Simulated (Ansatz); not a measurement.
Reaction (hydrogen abstraction from the Si–H bond): `CO[SiH](F)S` + Cl• → `CO[Si](F)S`• + HCl

Calculated with Ansatz (gas phase, PBE0-D4/def2-TZVP geometries, no zero-point term in ΔE). CCSD(T)/CBS is the MP2 limit (def2-TZVPP, def2-QZVPP) plus CCSD(T) − MP2 in def2-TZVPP, frozen cores. This one scheme is used for every species, atoms too. DFT in def2-TZVPP. B3LYP here is the variant with VWN-RPA as its local correlation; programs differ in this. No spin–orbit coupling; open shells (•) take unrestricted orbitals. Spin–orbit coupling would lower the free atoms: a little for Cl. Each species was taken in one conformer, which may not be the lowest.

```tsv
level	ΔE (kJ/mol)	difference from CCSD(T)/CBS
PBE-D4	-64.8	-31.7
r2SCAN-D4	-53.2	-20.1
PBE0-D4	-48.3	-15.2
B3LYP-D4	-37.7	-4.6
ωB97X-V	-29.4	3.7
ωB97M-V	-31.8	1.3
B2PLYP	-33.0	0.1
PBE	-64.6	-31.5
r2SCAN	-53.2	-20.1
PBE0	-48.2	-15.1
B3LYP	-37.2	-4.1
HF/def2-TZVPP	14.8	47.9
MP2/def2-TZVPP	-37.9	-4.8
SCS-MP2/def2-TZVPP	-23.6	9.5
CCSD/def2-TZVPP	-19.1	14.0
CCSD(T)/def2-TZVPP	-26.0	7.1
HF/def2-QZVPP	13.2	46.3
MP2/def2-QZVPP	-42.6	-9.5
SCS-MP2/def2-QZVPP	-27.8	5.3
HF/CBS(def2)	13.0	46.1
MP2/CBS(def2)	-45.1	-12.0
CCSD/CBS(def2)	-26.2	6.9
CCSD(T)/CBS	-33.1	0
```

Largest T1 diagnostic among the species: 0.014.

In def2-TZVPP, CCSD(T) changes the Hartree–Fock value by −40.8 kJ/mol (the triples alone add −6.9 kJ/mol) and MP2 by −52.7 kJ/mol. From PBE to PBE0 (25 % exact exchange), in def2-TZVPP and without D4, ΔE moves by +16.4 kJ/mol.

CCSD(T)/CBS has its own doubt, a few kJ/mol and more with outer-core shells, so smaller differences from it don't rank the levels.
